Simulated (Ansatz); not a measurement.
`O=C[SiH](O)CO`. Charge 0, multiplicity 1.

Cartesian coordinates in Å:
```
O -0.6816 0.5238 2.4454
C -0.3436 -0.4145 1.7592
Si 0.7299 -0.0345 0.2086
O 0.7702 1.6087 0.1924
C -0.0931 -0.5940 -1.3847
O -1.3117 0.1060 -1.5834
H -0.6605 -1.4410 2.0524
H 2.0740 -0.6536 0.3801
H 0.3937 1.9874 0.9965
H -0.3372 -1.6598 -1.3370
H 0.5902 -0.4749 -2.2384
H -1.1304 1.0465 -1.4911
```

Question: Give the diagnostics of a CCSD(T)/def2-TZVPP run (frozen core, the Gaussian-basis code of Ansatz). (Best estimate.)

Answer: Computed: T1 = 0.0138, largest single amplitude 0.028, largest double 0.068, (T) share of the correlation energy 3.8 %, 9 CCSD cycles. The RHF solution is stable towards an unrestricted one. T1 lies under the customary mark of 0.02 for closed shells.
